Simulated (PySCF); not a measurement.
Vertical excitations of a molecule C₄H₁₁FSi from TDA-PBE/def2-SVPD (PySCF), as energy in eV (oscillator strength): 6.70 (0.012), 7.12 (0.005), 7.22 (0.042), 7.39 (0.002), 7.46 (0.140), 7.59 (0.018). Lowest triplet (TDA): 6.40 eV. Geometry optimised at r2SCAN-D4/def2-SVP. Other conformers were not sampled.

Question: Pick the molecule that these values belong to.
A) C[SiH2]C[C@@H](C)F
B) CCC[C@@H](F)[SiH3]
C) C[Si](C)(C)CF
D) CC(C)C[SiH2]F

Answer: B, CCC[C@@H](F)[SiH3]
